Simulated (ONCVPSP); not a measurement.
Ranking ONCV potentials for nitrogen

All share these settings but for the change named:

N, optimised norm-conserving Vanderbilt (ONCV), made with ONCVPSP 4.0.1 (PBEsol, scalar-relativistic). Core [He], reference 2s2 2p2.5 (charge +0.5). Waves: 2s: rc 0.90 bohr, ncon 4, nbas 8, qcut 8.7 1/bohr, local; 2p: rc 1.75 bohr, ncon 4, nbas 7, qcut 8.6 1/bohr, 2 projectors, debl 3.2 Ha; d scattering state at 0.08 Ha: rc 1.50 bohr, ncon 4, nbas 9, qcut 6.3 1/bohr, 1 projector. Local part: the s channel. Core correction: none.

Test errors are all-electron minus pseudo excitation energies from the reference, over 2s2 2p3; 2s2 2p2; 2s2 2p1; 2s1 2p0. None of these files shows a bound ghost.

The base gives 1376.9 meV.

Of 8 variants that were run, those that failed, showed a ghost or another fault, or gave nearly equal values are left out.

A variant can come out equal or close to the base, since the largest error may sit in a test that the change hardly touches while other tests move.

Rank these variants by their largest absolute test error, smallest first.
A. all radii scaled by about 1.18 (s 1.06, p 2.06, d 1.78 bohr)
B. all radii scaled by about 1.05 (s 0.94, p 1.84, d 1.58 bohr)
C. all radii scaled by about 0.78 (s 0.70, p 1.36, d 1.18 bohr)
D. all radii scaled by about 1.33 (s 1.20, p 2.32, d 1.98 bohr)
E. all radii scaled by about 0.93 (s 0.84, p 1.64, d 1.40 bohr)

C (824.5 meV), E (1189.1 meV), B (1523.8 meV), A (2027.2 meV), D (2775.6 meV).
